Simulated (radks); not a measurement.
Question: The manganese ion Mn2+, [Ar] 3d5. Calculated with a radial shooting solver on a logarithmic mesh with Libxc functionals: non-relativistic Kohn-Sham, PBE, spin-polarised, spherical densities, point nucleus. Every spin shell is full or empty, so the densities are truly spherical. Functionals are evaluated on that one density, not self-consistently. Rank these exchange functionals by their error against the exact value of the orbitals, and give that value: LDA, B88, PBE, revPBE, RPBE, PW86, AM05, APBE, revTPSS, MS2, TASK.

Answer: Exact: -50.6279 hartree. From best to worst, with 100 (|E| - |E exact|)/|E exact| (equal figures are ties): RPBE 0.00, revPBE -0.10, MS2 -0.12, B88 +0.13, PW86 +0.35, PBE -0.39, revTPSS -0.57, APBE +0.59, TASK -2.69, AM05 -5.86, LDA -6.54.
